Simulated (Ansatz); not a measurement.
Basis-set extrapolation for C6H3ClSi, SMILES `C#C[Si](Cl)(C#C)C#C` (PBE0-D4/def2-TZVP geometry, frozen core, Ansatz 0.2.0). Multiplicity 1, RHF reference.

|  | def2-TZVPP | def2-QZVPP |
| --- | --- | --- |
| HF | -977.402117 | -977.432511 |
| MP2 correlation | -1.184567 | -1.270309 |
| CCSD(T) correlation | -1.286699 | not run |

Energies in hartree. Use E(X) = E(∞) + A·exp(−7.88·√X) for Hartree–Fock and E(X) = E(∞) + B·X^(−2.97) for correlation, with X = 3 and 4, and add CCSD(T) minus MP2 of the smaller set to the MP2 limit.

Problem. What is the CCSD(T) energy at the basis-set limit?

Solution. HF limit: -977.432511 + (-0.030394) × 0.13774 = -977.43670. MP2 limit: -1.270309 + (-0.085742) × 0.74074 = -1.33382. Higher-order term: -1.286699 − (-1.184567) = -0.10213. Total: -978.87265 hartree, 482.7 kJ/mol below CCSD(T)/def2-TZVPP.
